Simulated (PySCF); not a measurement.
## Electronic structure of Cl+ (chlorine, charge +1) at the LDA level

Configuration: [Ne] 3s2 3p4, high-spin 3P determinant. All numbers are calculated (PySCF 2.14, the spin-free X2C one-electron Hamiltonian (Gaussian nucleus), in cc-pVTZ-DK (5s4p2d1f, 34 functions)).

- Total energy: -459.5743 hartree
- One-electron energy: -629.0355 hartree
- Hartree (Coulomb) energy: 195.9051 hartree
- Exchange-correlation energy: -26.4439 hartree
- ⟨S²⟩: 2.0017
- ⟨L²⟩: 2.011
- Sum of ⟨r⟩: 13.32 bohr
- Sum of ⟨r²⟩: 20.68 bohr²
- Traceless quadrupole moment −½Σ⟨3z² − r²⟩ along its main axis: -1.32 e·bohr²
- Langevin diamagnetic susceptibility: -16.4 ×10⁻⁶ cm³/mol
- Time after the integrals: 0.05 s of wall time on 1 thread of AMD EPYC 9R45 96-Core Processor (shared host)

```json
{"shell": "1s α", "electrons": "1", "mean orbital energy (hartree)": "-101.21290", "spread (hartree)": "0", "rms radius, mean of both spins (bohr)": "0.105"}
{"shell": "1s β", "electrons": "1", "mean orbital energy (hartree)": "-101.19902", "spread (hartree)": "0", "rms radius, mean of both spins (bohr)": "0.105"}
{"shell": "2s α", "electrons": "1", "mean orbital energy (hartree)": "-9.72673", "spread (hartree)": "0", "rms radius, mean of both spins (bohr)": "0.486"}
{"shell": "2s β", "electrons": "1", "mean orbital energy (hartree)": "-9.71056", "spread (hartree)": "0", "rms radius, mean of both spins (bohr)": "0.486"}
{"shell": "2p α", "electrons": "3", "mean orbital energy (hartree)": "-7.52452", "spread (hartree)": "0.02548", "rms radius, mean of both spins (bohr)": "0.455"}
{"shell": "2p β", "electrons": "3", "mean orbital energy (hartree)": "-7.50493", "spread (hartree)": "0.01352", "rms radius, mean of both spins (bohr)": "0.455"}
{"shell": "3s α", "electrons": "1", "mean orbital energy (hartree)": "-1.21153", "spread (hartree)": "0", "rms radius, mean of both spins (bohr)": "1.61"}
{"shell": "3s β", "electrons": "1", "mean orbital energy (hartree)": "-1.13071", "spread (hartree)": "0", "rms radius, mean of both spins (bohr)": "1.61"}
{"shell": "3p α", "electrons": "3", "mean orbital energy (hartree)": "-0.74674", "spread (hartree)": "0.05234", "rms radius, mean of both spins (bohr)": "1.86"}
{"shell": "3p β", "electrons": "1", "mean orbital energy (hartree)": "-0.67362", "spread (hartree)": "0", "rms radius, mean of both spins (bohr)": "1.86"}
```

Densities and radii are taken from the X2C orbitals without a picture-change correction, which distorts them close to the nucleus.
